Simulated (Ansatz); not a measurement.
System: antimony atom, Sb (charge 0, quartet).

Wanted: ionisation energy to the triplet, in eV. Terms: def2 sets with scalar-relativistic core potentials past Kr; spin-orbit terms left out; each state is the SCF solution reached for its charge and spin; UHF or UKS for open shells; LANL2DZ with its own core potentials from Na on.

```tsv
species	coefficient	E at B3LYP/LANL2DZ (Ansatz), Eh	E at PBE/def2-TZVPD (Ansatz), Eh
charge 1, triplet	+1	-5.03226	-239.87824
charge 0, quartet	-1	-5.36542	-240.20752
```

 1 Eh = 27.2114 eV.

Q: Compute it at each level from the table.

A: 
- B3LYP/LANL2DZ: the sum of coefficient times E is 0.33316 Eh, or 9.066 eV. Result: 9.07 eV.
- PBE/def2-TZVPD: the sum of coefficient times E is 0.32928 Eh, or 8.960 eV. Result: 8.96 eV.

Ansatz is an electronic-structure program.
